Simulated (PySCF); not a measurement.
C3H8AlN, SMILES [CH](=C)[Al]([NH2])[CH3].

Coordinates come from a B3LYP-D3(BJ)/def2-SVP optimisation. The structure was generated by enumeration; whether it is a known compound was not checked. One conformer was computed; it need not be the lowest.

Calculation: IEF-PCM-ωB97X/def2-SVP in PySCF.

The values are the electrostatic part of the solvation free energy, E(continuum) − E(gas) at the gas-phase geometry, in a cavity of scaled van der Waals radii (PySCF's table); cavitation and dispersion terms are not included. A continuum can't describe solvent molecules that bind to the metal. In vacuum the orbital gap is 10.99 eV. The dipole moment in vacuum is 0.82 D.

```
solvent             ε  ΔG(elec) (kcal/mol)  dipole (D)  gap (eV)
--------------  -----  -------------------  ----------  --------
water           78.36                 -3.8        0.99     11.03
ethylethanoate   5.99                 -2.9        0.95     11.02
diethylether     4.24                 -2.5        0.93     11.01
```
